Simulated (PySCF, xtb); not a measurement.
F₂H₅NSi₂, SMILES [SiH2](N[SiH2]F)F. One conformer was computed; it need not be the lowest.

Harmonic wavenumbers (cm⁻¹) from xtb with GFN2-xTB at its own minimum, in rising order: 22, 55, 115, 194, 296, 304, 528, 546, 554, 571, 673, 727, 750, 777, 792, 817, 848, 1003, 1196, 2308, 2325, 2342, 2355, 3485.

### Question
What does PBE0-D3(BJ)/def2-SVP (PySCF) give at its own minimum? (An estimate is asked for; the answer gives what the named calculation found.)

### Answer
53, 54, 189, 246, 315, 468, 602, 607, 762, 797, 842, 867, 880, 918, 948, 962, 972, 983, 1210, 2278, 2282, 2289, 2296, 3613. Paired by order, the mean absolute difference is 94 cm⁻¹ and the zero-point energies are 33.7 and 36.4 kcal/mol.
